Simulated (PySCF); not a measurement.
## S(2+) (sulfur, charge +2) across methods

[Ne] 3s2 3p2, high-spin 3P determinant. Computed with PySCF 2.14 in dyall-av2z, with the non-relativistic Hamiltonian (point nucleus).

| method | E (hartree) | mean ε 3s α (eV) | mean ε 3s β (eV) | mean ε 3p α (eV) | Σ⟨r²⟩ (bohr²) | ⟨S²⟩ |
| --- | --- | --- | --- | --- | --- | --- |
| wB97M-V | -396.8601 | -44.710 | -41.831 | -32.471 | 15.14 | 2.002 |
| PBE0 | -396.7318 | -42.464 | -39.064 | -30.532 | 15.06 | 2.004 |
| M06-2X | -396.8573 | -44.033 | -40.605 | -31.627 | 15.06 | 2.002 |
| B97-3 | -396.8259 | -42.478 | -39.224 | -30.416 | 15.02 | 2.003 |
| BHandHLYP | -396.8888 | -44.501 | -40.483 | -31.887 | 15.09 | 2.004 |
| LDA | -395.4829 | -40.136 | -37.844 | -28.816 | 15.08 | 2.001 |
| UHF | -396.32484 | -48.498 | -41.858 | -34.659 | 15.22 | 2.009 |
| PBE | -396.6996 | -40.178 | -37.651 | -28.914 | 15.06 | 2.002 |
| r2SCAN | -396.8366 | -40.971 | -37.776 | -29.421 | 15.07 | 2.006 |
